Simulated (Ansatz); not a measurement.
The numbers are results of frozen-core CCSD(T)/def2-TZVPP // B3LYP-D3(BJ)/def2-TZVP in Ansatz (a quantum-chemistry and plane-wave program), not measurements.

Ansatz 0.2 input:
```yaml
crystal:
  periodic: [false, false, false]
  atoms:
    - { symbol: C, position_ang: [1.147959, -0.32886, -0.106941] }
    - { symbol: C, position_ang: [0.033157, 0.19828, 0.400829] }
    - { symbol: N, position_ang: [-1.170478, 0.38639, -0.263595] }
    - { symbol: H, position_ang: [1.189211, -0.721918, -1.115782] }
    - { symbol: H, position_ang: [2.053415, -0.360134, 0.479366] }
    - { symbol: H, position_ang: [0.029993, 0.585854, 1.414171] }
    - { symbol: H, position_ang: [-1.997065, 0.375196, 0.311378] }
    - { symbol: H, position_ang: [-1.286193, -0.134808, -1.119424] }
basis:
  gaussian: { orbitals: def2-TZVPP }
correlation:
  method: ccsd_t
```

Output:

```
Functional definition: HF
956 factors; integrals over basis functions are off by at most 9.8e-4 eV
mean field evaluation 1: about -3619.7860 eV, gradient 3.3e1 eV
mean field evaluation 2: about -3619.7906 eV, gradient 3.3e1 eV
mean field evaluation 4: about -3622.4830 eV, gradient 2.9e0 eV
mean field evaluation 8: about -3622.5139 eV, gradient 3.3e-4 eV
mean field evaluation 16: about -3622.5107 eV, gradient 2.6e-1 eV
mean field -3622.51385292 eV, -133.1249286667 hartree, gradient 2.2e-6 eV, S^2 0.000000; 0 other end points of the search recorded, 0 dependent functions left out
3 core orbitals not correlated
reference -3622.51385292 eV, -133.1249286667 hartree; 9, 9 occupied and 151, 151 virtual orbitals, 956 factors
second order -14.79662721 eV of doubles, -0.00000000 eV of singles
cycle   1  -15.07605673 eV  change   -2.8e-1 eV  update   7.8e-2
cycle   2  -15.43016113 eV  change   -3.5e-1 eV  update   2.4e-2
cycle   3  -15.50786037 eV  change   -7.8e-2 eV  update   1.2e-2
cycle   4  -15.50254802 eV  change    5.3e-3 eV  update   3.3e-3
cycle   5  -15.50248103 eV  change    6.7e-5 eV  update   1.3e-3
cycle   6  -15.50259683 eV  change   -1.2e-4 eV  update   3.5e-4
cycle   7  -15.50240427 eV  change    1.9e-4 eV  update   1.0e-4
cycle   8  -15.50238727 eV  change    1.7e-5 eV  update   3.8e-5
cycle   9  -15.50239016 eV  change   -2.9e-6 eV  update   1.1e-5
perturbative correction -0.65160870 eV, -0.0239461780 hartree
Total energy: -3638.66785177 eV, -133.7185771750 hartree
```

Cost: around 40 core-seconds (rough).
